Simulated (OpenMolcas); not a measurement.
Li: CASPT2 settings compared

```yaml
Program: OpenMolcas 26.06
Basis: ANO-RCC-VDZ [3s2p]
Scalar_Hamiltonian: DKH2, point nucleus
Active_space: 1 electron in 4 orbitals (2s 2p)
State_averaging: 2S+1 = 2 even, 1 root; 2S+1 = 2 odd, 3 roots
Spin-orbit_coupling: RASSI with atomic mean-field integrals over the reference wave functions, term energies averaged over their components
```

Methods on the same reference wave functions:
A. CASSCF
B. SS-CASPT2, IPEA 0.15 Eh, no level shift (closed shells correlated: 1s)
C. SS-CASPT2, IPEA 0.75 Eh, no level shift (closed shells correlated: 1s)

Energies in cm-1 above 2s 2S 1/2, the measured ground level; measured values from NIST Handbook of Basic Atomic Spectroscopic Data.

```csv
Level,A,B,C,Measured
2s 2S 1/2,0.0,0.0,0.0,0.0
2p 2P* 1/2,14898,14886,14877,14904
2p 2P* 3/2,14898,14886,14877,14904
```

Deviations, from unrounded energies. A percentage is the sum of absolute deviations over the sum of measured energies, with the sign that they share, or ± where signs differ.

| Against measurement | Levels | A | B | C |
| --- | --- | --- | --- | --- |
| mean absolute deviation (cm-1) | 2 | 5.8 | 18 | 27 |
| other configurations (%) | 2 | -0.0 | -0.1 | -0.2 |

A lies closest to measurement on these levels and C furthest from it. The largest miss of A in the table is 2p 2P* 3/2, by -6 cm-1. The ranking rests on the paired levels alone, and a cruder setting can come out closer through cancelling errors.

Between B and C the level of the table that moves most is 2p 2P* 1/2, by 8.9 cm-1 (lowest in C, highest in B).

The lowest spin-free term lies below A's lowest term by 0.014 hartree in B, 0.014 hartree in C.

ANO sets are built for ground and valence states and can reach diffuse excited orbitals poorly. With one active electron the reference holds no correlation, so core polarisation is missing (holds for A). With one active electron, CASPT2 adds the correlation within the correlated inactive shells and between them and that electron, and leaves the splitting within a term as the reference gives it (holds for B; C). Measured partners are found by configuration, term and J. A level has none where our copy of the source lacks it or the pairing is in doubt (some pairs that miss far off the trend of their configuration count as doubtful), and it then counts in no deviation. Levels of configurations outside the active space are missing.

* marks odd parity.
